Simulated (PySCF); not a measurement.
Be(Me) (CH3Be), SMILES [Be+][CH3], charge +1.

Coordinates come from a PBE-D3(BJ)/def2-TZVPD optimisation. The spin state was assumed, not searched. The isomer is the one that the SMILES or the coordinates give; other isomers of the formula were not compared.

Calculation: r2SCAN/def2-TZVPD (PySCF).

The molecule is in vacuum.

```
Item                                                              Result
------------------------------------------------  ----------------------
total energy                                           -54.27765 hartree
point group                                                          C3v
highest occupied level                                         -14.29 eV
lowest empty level                                              -9.88 eV
orbital gap                                                      4.41 eV
dipole moment about the centre of nuclear charge                  6.36 D
mean static polarisability                          27.4 bohr³ (4.05 Å³)
polarisability, principal values                  22.5, 22.5, 37.2 bohr³
```
